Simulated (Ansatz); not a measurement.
Reaction (stannylene formation by 1,1-elimination): `C[CH](C)[SnH2][CH](C)C` → `C[CH](C)[Sn][CH](C)C` + H₂

Program: Ansatz. Geometries: PBE0-D4/def2-TZVP. ΔE: electronic, gas phase. CCSD(T)/CBS adds triple-zeta CCSD(T) − MP2 to the extrapolated MP2 energy (def2 sets, frozen cores). This one scheme is used for every species. Functionals use def2-TZVPP. def2 core potentials past Kr. For Sn outer-core shells are correlated without core-valence functions, which leaves a few kJ/mol of doubt a bond. Each species was taken in one conformer, which may not be the lowest.

Task: Is it downhill or uphill in electronic energy at CCSD(T)/CBS, and by how much? (Best estimate.)

Result: Computed: Uphill: ΔE = +96.3 kJ/mol.

Task: What do these levels give: PBE-D4, r2SCAN-D4, PBE0-D4, PBE0, HF/def2-TZVPP, MP2/def2-TZVPP, SCS-MP2/def2-TZVPP, CCSD/def2-TZVPP, MP2/def2-QZVPP, SCS-MP2/def2-QZVPP, HF/CBS(def2), CCSD/CBS(def2)? (Estimate.)

Result: Ansatz gave: PBE-D4 83.3, r2SCAN-D4 97.2, PBE0-D4 99.5, PBE0 99.2, HF/def2-TZVPP 103.2, MP2/def2-TZVPP 92.1, SCS-MP2/def2-TZVPP 89.7, CCSD/def2-TZVPP 101.8, MP2/def2-QZVPP 89.6, SCS-MP2/def2-QZVPP 88.2, HF/CBS(def2) 102.3, CCSD/CBS(def2) 97.8 kJ/mol.

Largest T1 diagnostic among the species: 0.012.

From PBE to PBE0 (25 % exact exchange), in def2-TZVPP and without D4, ΔE moves by +16.1 kJ/mol.
